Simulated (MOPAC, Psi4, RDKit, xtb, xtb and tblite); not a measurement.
Two geometries of SMILES C=CCCN (C4H9N), singlet, relaxed at GFN2-xTB with one dihedral held; other torsions can differ between them too.

Structure A

```
14

C     -2.4054     0.2348    -0.4103
C     -1.3668     0.0942     0.3932
C      0.0455     0.4270     0.0141
C      0.2074     1.9129    -0.3701
N      1.5571     2.3009    -0.7265
H     -3.4070     0.0047    -0.0902
H     -2.2983     0.5686    -1.4292
H     -1.5200    -0.2440     1.4096
H      0.3493    -0.1830    -0.8433
H      0.7188     0.1983     0.8434
H     -0.1071     2.5385     0.4699
H     -0.4387     2.1416    -1.2203
H      2.1900     2.1335     0.0490
H      1.8853     1.7522    -1.5149
```

Structure B

```
14

C      1.6592    -0.1574    -1.6406
C      0.4248    -0.0254    -1.1917
C      0.0607     0.5357     0.1445
C     -0.8298     1.7868    -0.0023
N     -0.1963     2.9070    -0.6696
H      1.8742    -0.5611    -2.6155
H      2.5126     0.1279    -1.0461
H     -0.4147    -0.3184    -1.8101
H      0.9641     0.7937     0.7027
H     -0.4926    -0.2156     0.7143
H     -1.1425     2.1257     0.9892
H     -1.7268     1.5285    -0.5721
H      0.6325     3.1943    -0.1587
H      0.1021     2.6315    -1.6002
```

Q: Which is lower in energy at the level B3LYP-D3(BJ)/def2-TZVP // GFN2-xTB (Psi4 1.11), and by how much?

A: B is lower, by 10.89 kJ/mol (dihedral C1–C2–C3–C4: 60° in A, 120° in B).

E(B) − E(A) in kJ/mol at the other levels, on the same two geometries: GFN2-xTB (xtb and tblite) -8.11; MMFF94 // GFN2-xTB (RDKit) -9.64; B3LYP/def2-TZVP // GFN2-xTB (Psi4) -9.89; PBE/def2-TZVP // GFN2-xTB (Psi4) -10.19; PBE-D3(BJ)/def2-TZVP // GFN2-xTB (Psi4) -10.83; UFF // GFN2-xTB (RDKit) 4.91; PM3, restricted, heats of formation // GFN2-xTB (MOPAC) -5.08; PM7, restricted, heats of formation // GFN2-xTB (MOPAC) -4.26; GFN1-xTB // GFN2-xTB (xtb) -4.73.
